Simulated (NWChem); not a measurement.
AlIF2; SMILES [Al]([I])([F])[F]

def2 effective core potentials on I; no spin-orbit coupling.

Task: Give the equilibrium geometry at PBE0/def2-SVP with def2 effective core potentials on I (NWChem) as a Z-matrix, with the point group.

Result: point group C2v; any orientation.
```
Al
F 1 1.6500
F 1 1.6500 2 118.02
I 1 2.4282 2 120.99 3 180.00
```
